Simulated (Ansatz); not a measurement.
A nudged elastic band was laid between two geometries of F4H6NOSiTa (14 atoms, charge 0, multiplicity 1).

Computed with RKS PBE/def2-SVP in Ansatz 0.2.0.

```yaml
movable_images: 5
climbing_image: yes
spring: 5.0 eV/Å²
optimiser: quadratic models (default)
start_path: through a guess of the saddle point
force_threshold: 0.03 eV/Å
iteration_limit: 60
end_points: relaxed
```

Image 0:

```xyz
14
Properties=species:S:1:pos:R:3
Ta 0.203 -0.042 0.138
O 1.979 0.620 -0.089
H 2.813 0.937 0.288
F 0.341 0.375 2.014
F 0.322 -1.064 -1.471
F -0.762 1.454 -0.482
F -1.348 -1.064 0.630
N 1.183 -2.046 0.946
H 0.356 -2.659 1.039
Si 2.107 -1.975 2.510
H 2.887 -3.252 2.659
H 3.061 -0.825 2.425
H 1.120 -1.838 3.622
H 1.742 -2.443 0.175
```

Image 6:

```xyz
14
Properties=species:S:1:pos:R:3
Ta -0.053 -0.462 0.341
O 2.153 0.044 -0.128
H 2.252 1.001 -0.306
F 0.422 0.370 2.005
F -0.053 -1.396 -1.313
F -0.052 1.259 -0.530
F -1.881 -0.687 0.716
N 0.845 -2.089 1.139
H 0.912 -2.908 0.518
Si 1.905 -2.177 2.544
H 2.493 -3.558 2.636
H 3.067 -1.211 2.361
H 1.216 -1.819 3.826
H 2.776 -0.189 0.594
```

Task: What changes between the two ends?

Result: Bonds broken: N8–H14. Bonds formed: O2–H14.

Task: Give the energies along the band, and the barrier.

Result: It converged. The highest image is number 3 of 0 to 6, 0.98 eV above the first end and 0.35 eV above the last; the last end lies 0.62 eV above the first. A vibrational analysis at the climbing image gives one clearly imaginary mode, 920i cm⁻¹: a first-order saddle point. The orbitals stay closed-shell, which can raise the energy where a bond breaks towards radicals; this wasn't checked here.

```json
{"image": "0", "path coordinate (Å)": "0.00", "energy (eV)": "0.00", "N8–H14 (Å)": "1.03", "O2–H14 (Å)": "3.08"}
{"image": "1", "path coordinate (Å)": "1.22", "energy (eV)": "0.01", "N8–H14 (Å)": "1.03", "O2–H14 (Å)": "2.85"}
{"image": "2", "path coordinate (Å)": "2.43", "energy (eV)": "0.07", "N8–H14 (Å)": "1.03", "O2–H14 (Å)": "2.33"}
{"image": "3", "path coordinate (Å)": "3.65", "energy (eV)": "0.98", "N8–H14 (Å)": "1.38", "O2–H14 (Å)": "1.17"}
{"image": "4", "path coordinate (Å)": "4.43", "energy (eV)": "0.70", "N8–H14 (Å)": "2.24", "O2–H14 (Å)": "0.98"}
{"image": "5", "path coordinate (Å)": "5.22", "energy (eV)": "0.64", "N8–H14 (Å)": "2.74", "O2–H14 (Å)": "0.98"}
{"image": "6", "path coordinate (Å)": "6.01", "energy (eV)": "0.62", "N8–H14 (Å)": "2.76", "O2–H14 (Å)": "0.98"}
```

Task: What is the geometry of the highest image?

Result: 
```xyz
14
Properties=species:S:1:pos:R:3
Ta 0.017 -0.292 0.307
O 2.027 0.080 -0.408
H 2.548 0.900 -0.336
F 0.522 0.509 1.968
F -0.272 -1.480 -1.147
F -0.341 1.329 -0.594
F -1.630 -0.792 1.077
N 1.456 -1.790 0.937
H 1.391 -2.651 0.373
Si 1.907 -2.114 2.640
H 2.645 -3.425 2.665
H 2.812 -1.020 3.122
H 0.707 -2.212 3.537
H 2.216 -0.863 0.262
```

Task: What are the harmonic wavenumbers there?

Result: 920i, 65, 79, 104, 128, 140, 153, 185, 193, 212, 232, 257, 355, 380, 457, 599, 618, 632, 653, 661, 687, 691, 695, 730, 834, 909, 923, 942, 1045, 1358, 1792, 2168, 2182, 2196, 3444, 3746 cm⁻¹.

The run took 4.7 min on 4 threads of Arm Neoverse V2 (shared host), peak memory 0.26 GiB.
